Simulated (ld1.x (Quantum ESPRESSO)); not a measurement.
Bi: variants of one TM potential

Base potential:

- Element: bismuth
- Generator: ld1.x (Quantum ESPRESSO) 7.5
- Type: norm-conserving Troullier–Martins (Kleinman–Bylander form)
- Functional: PBE
- Relativity: non-relativistic
- Frozen core: [Xe] 4f14 5d10
- Valence charge: 5
- Reference configuration: 6s2 6p2.75 (charge +0.25)
- Partial waves: 6s (bound): rc 2.15 bohr; 6p (bound): rc 2.50 bohr
- Local potential: the p channel
- Core correction: a·sin(br)/r model core inside 1.20 bohr

Cutoffs, loose and tight: the cutoffs (Ry, on a coarse ladder) from which the occupation-weighted sum of valence levels, in a spherical-Bessel basis at the reference potential, stays within 10 and 1 mRy of its value at 400 Ry. They do not see the model core or the augmentation charge, which bear on the density cutoff. Test errors are all-electron minus pseudo excitation energies from the reference, over the configurations 6s2 6p3; 6s2 6p2; 6s2 6p1; 6s1 6p0; 6s1 6p4; 6s2 6p2.5; 6s2 6p3.3. A dash means not determined; rows that change the core or the reference have their own tests.

A true bound ghost makes a file unfit for plane-wave use even where its test errors are small: the radial tests pick states by their node count and pass the ghost by.

| change | outcome | cutoff, loose | cutoff, tight | bound ghosts | largest test error (meV) |
| --- | --- | --- | --- | --- | --- |
| base | generated | 18 Ry | 30 Ry | none | -416 |
| all radii but the core radius scaled by about 0.74 (s 1.60, p 1.86 bohr) | generated | 40 Ry | 140 Ry | s | -529 |
| all radii but the core radius scaled by about 0.89 (s 1.92, p 2.24 bohr) | generated | 21 Ry | 45 Ry | none | -399 |
| all radii but the core radius scaled by about 0.97 (s 2.08, p 2.42 bohr) | generated | 18 Ry | 30 Ry | none | -415 |
| all radii but the core radius scaled by about 1.09 (s 2.34, p 2.72 bohr) | generated | 18 Ry | 30 Ry | none | -413 |
| all radii but the core radius scaled by about 1.17 (s 2.52, p 2.94 bohr) | generated | 18 Ry | 25 Ry | none | -401 |
| all radii but the core radius scaled by about 1.24 (s 2.68, p 3.10 bohr) | generated | 15 Ry | 21 Ry | none | -365 |
| all radii but the core radius scaled by about 1.35 (s 2.90, p 3.38 bohr) | generated | 10 Ry | 18 Ry | none | +42 |

Reading the sweep of the scale of all radii but the core radius (base = 1) (base included, trends over the rows without a ghost): The loose cutoff falls from 21 Ry at 0.89 to 10 Ry at 1.35. A larger radius leaves more room for a smooth pseudo-wave, so fewer plane waves are needed; a smaller one forces it to follow the all-electron wave where it bends sharply. The median size of the test errors (rows with all tests solved) is not monotonic: lowest 0.6 meV at 1.24, highest 6.0 meV at 1.35. Bound ghosts are found at 0.74.
